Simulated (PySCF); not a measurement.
**Yb³⁺: ionisation energy**

Yb³⁺ [Xe] 4f13 [4f5/2^6 4f7/2^7, M_J = 7/2] → Yb⁴⁺ [Xe] 4f12 [4f5/2^6 4f7/2^6, M_J = 6], as a difference of total energies. Calculation: PySCF 2.14, in x2c-QZVPPall-2c; the two-component X2C-1e Hamiltonian. Correlated levels: [Ar] 3d10 frozen; the 34 highest virtual spinors dropped. "Screened" scales the spin-orbit matrix elements by Boettger's factors to mimic the two-electron term; Breit and QED terms are absent.

Task: Order these methods by the ionisation energy they give, lowest first.
A. GMP2 (spin-free)
B. GHF (screened spin-orbit)
C. GMP2 (screened spin-orbit)
D. GHF (spin-free)

Result: B (39.294 eV), D (39.871 eV), C (44.757 eV), A (45.327 eV).

The spin-free rows relax to the high-spin LS determinant and lack the spin-orbit shift.

The labels give the starting determinants; with spin-orbit coupling the two ends relaxed to ⟨J²⟩ = 15.76, ⟨L²⟩ = 12.11, ⟨S²⟩ = 0.85 and ⟨J²⟩ = 42.01, ⟨L²⟩ = 30.21, ⟨S²⟩ = 2.08.

For comparison: 43.61 ± 0.04 eV (semi-empirical (NIST evaluation); NIST Atomic Spectra Database, ionization energies).
